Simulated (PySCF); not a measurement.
**PI3: adding exact exchange**

Base calculation in PySCF with density fitting and no spin–orbit coupling, PBE/def2-TZVP (scalar-relativistic core potentials): singlet, C3v, P–I 2.479 Å (×3); I–P–I 103.3° (×3); wavenumbers 71 (×2), 104, 303, 319 (×2) cm⁻¹; dipole moment 0.01 D, gap between the highest occupied and lowest empty levels 2.64 eV, polar-tensor charge of P 1.03 e, atomisation energy (no zero-point energy) 726 kJ/mol.

Q: What changes on going to PBE0/def2-TZVP (scalar-relativistic core potentials)?

A: The point group stays the same. Changes: mean bond to P -0.031 Å, smallest bond angle -0.7 degrees, highest wavenumber +25 cm⁻¹, lowest wavenumber +5 cm⁻¹, dipole moment +0.04 D, gap between the highest occupied and lowest empty levels +1.82 eV, polar-tensor charge of P -0.03 e, atomisation energy (no zero-point energy) -50 kJ/mol. The new structure has P–I 2.448 Å (×3); I–P–I 102.6° (×3), with wavenumbers 76 (×2), 113, 321, 344 (×2) cm⁻¹. Exact exchange shortens and stiffens the bonds and opens the gap, the usual pattern.

Each species is the lowest minimum found with this bonding; other isomers or fragments can lie lower.
